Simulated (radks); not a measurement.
Results of a calculation; reference values are marked as such.
Spherical quantum dot in the effective-mass picture: electrons in a parabolic well V = omega^2 r^2 / 2 with omega = 1.08, all in effective atomic units (hartree* = m*/eps^2 hartree, bohr* = eps/m* bohr), one dielectric constant everywhere. Level of theory: non-relativistic Kohn-Sham, LDA (Slater exchange, Perdew-Wang correlation), spin-polarised, spherical densities (a radial shooting solver with Libxc functionals). Levels are named by radial order and angular momentum (1s, 1p, 1d, 2s, ...), and open shells are averaged over m.

N = 17, configuration 1s2 1p6 1d(up 5, down 4). This is the lowest configuration that the search found. Occupied and some empty levels:

| level | occupation | eigenvalue (hartree*) | <r> (bohr*) |
|---|---|---|---|
| 1s up | 1 | 9.6826 | 1.525 |
| 1s down | 1 | 9.6949 | 1.520 |
| 1p up | 3 | 10.236 | 1.929 |
| 1p down | 3 | 10.251 | 1.928 |
| 1d up | 5 | 10.849 | 2.211 |
| 1d down | 4 | 10.866 | 2.212 |
| 2s up | 0 | 10.960 | 1.931 |
| 2s down | 0 | 10.970 | 1.934 |
| 1f up | 0 | 11.521 | 2.435 |
| 1f down | 0 | 11.537 | 2.437 |
| 2p up | 0 | 11.705 | 2.177 |
| 2p down | 0 | 11.716 | 2.178 |

Energy (hartree*): total 117.007, kinetic 16.230, external 44.604, Hartree 63.940, exchange-correlation -7.7657.

Electron density:

| r (bohr*) | n(r) (e/bohr*^3) |
|---|---|
| 0.0848 | 0.1361 |
| 0.298 | 0.1444 |
| 0.511 | 0.1617 |
| 0.724 | 0.1868 |
| 0.938 | 0.2163 |
| 1.15 | 0.2443 |
| 1.36 | 0.2633 |
| 1.58 | 0.2665 |
| 1.79 | 0.2505 |
| 2.00 | 0.2162 |
| 2.22 | 0.1702 |
| 2.43 | 0.1211 |
| 2.64 | 0.07743 |
| 2.86 | 0.04423 |
| 3.07 | 0.02243 |
| 3.28 | 0.01013 |
| 3.50 | 0.004071 |
| 3.71 | 0.001452 |
| 3.92 | 0.0004610 |
| 4.14 | 0.0001294 |
